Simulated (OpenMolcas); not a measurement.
# Fe: effect of the active space

```json
{
 "Program": "OpenMolcas",
 "Method": "CASSCF or its RAS form",
 "Basis": "ANO-RCC-VTZP",
 "Scalar Hamiltonian": "DKH2, point nucleus",
 "Spin-orbit coupling": "state interaction with AMFI integrals over the reference wave functions, term energies averaged over their components"
}
```

A. 6 electrons in 5 orbitals (3d); 2S+1 = 5 even, 5 roots; 2S+1 = 3 even, 45 roots; 2S+1 = 1 even, 50 roots (35 in the spin-orbit step); cost of the order of 21 core-seconds
B. 8 electrons in 6 orbitals (3d 4s); 2S+1 = 5 even, 15 roots; 2S+1 = 3 even, 73 roots (68 in the spin-orbit step); 2S+1 = 1 even, 22 roots; cost roughly 60 core-seconds
C. 8 electrons in 9 orbitals (RAS2 3d 4s; RAS3 4p, at most 2 electrons); 2S+1 = 5 even, 15 roots; 2S+1 = 3 even, 68 roots kept (CI in the orbitals of an earlier block, 54 in the spin-orbit step); 2S+1 = 1 even, 32 roots kept (CI in the orbitals of an earlier block, 31 in the spin-orbit step); 2S+1 = 5 odd, 90 roots (78 in the spin-orbit step); 2S+1 = 7 odd, 15 roots kept (CI in the orbitals of an earlier block); 2S+1 = 3 odd, 37 roots kept (CI in the orbitals of an earlier block, 15 in the spin-orbit step); 2S+1 = 1 odd, 13 roots kept (CI in the orbitals of an earlier block, 0 in the spin-orbit step); cost about 5 core-minutes
D. 8 electrons in 11 orbitals (3d 4s 4d); 2S+1 = 5 even, 15 roots; 2S+1 = 3 even, 30 roots kept (CI in the orbitals of an earlier block); 2S+1 = 1 even, 9 roots kept (CI in the orbitals of an earlier block, 0 in the spin-orbit step); cost about 25 core-minutes

Energies in cm⁻¹ above 3d⁶ 4s² ⁵D₄, the measured ground level; measured values from NIST Handbook of Basic Atomic Spectroscopic Data.

```
      Level     A    B    C    D  Measured
3d⁶ 4s² ⁵D₄   0.0  0.0  0.0  0.0       0.0
3d⁶ 4s² ⁵D₃   425  388  386  382       416
3d⁶ 4s² ⁵D₂   728  664  663  657       704
3d⁶ 4s² ⁵D₁   924  842  842  836       888
3d⁶ 4s² ⁵D₀  1020  929  931  924       978
```

Deviations, from unrounded energies. A percentage is the sum of absolute deviations over the sum of measured energies, with the sign that they share, or ± where signs differ.

```tsv
Against measurement	Levels	A	B	C	D
mean absolute deviation (cm-1)	4	28	41	41	47
fine structure of the ground term (%)	4	+3.7	-5.5	-5.5	-6.3
```

A lies closest to measurement on these levels and D furthest from it. The largest miss of A in the table is 3d⁶ 4s² ⁵D₀, by +42 cm-1. The ranking rests on the paired levels alone, and a cruder setting can come out closer through cancelling errors.

The spin-orbit steps hold different terms of 3d⁶ 4s² (B lacks ¹D, ¹F, ¹S, a ³F, a ³P; C lacks ¹D, ¹F, ¹S, a ³F, a ³P; D lacks among others ¹D, ¹F, ¹G, ¹I, ¹S), which shifts levels as well.

Among A to D the level of the table that moves most is 3d⁶ 4s² ⁵D₀, by 96 cm-1 (lowest in D, highest in A).

Some high roots are left out of the spin-orbit mixing, which shifts the levels that they would mix with. Without dynamic correlation excited terms often stand tens of per cent too high (terms of higher spin than the ground term too low), and those without a measured partner can miss by more than the paired ones. With the s shell closed, the reference lacks s² → p², s² → d² and s → d mixing, so excited terms can stand far too high and out of order, with CASPT2 too (holds for A). Active for correlation alone: 4d; no level in the range computed is led by a configuration that fills it, so any true level of that kind is missing (holds for D). Measured partners are found by configuration, term and J. A level has none where our copy of the source lacks it or the pairing is in doubt (some pairs that miss far off the trend of their configuration count as doubtful), and it then counts in no deviation. Levels of configurations outside the active space are missing. The table leaves out levels that lie high or whose names do not pair safely across all columns.
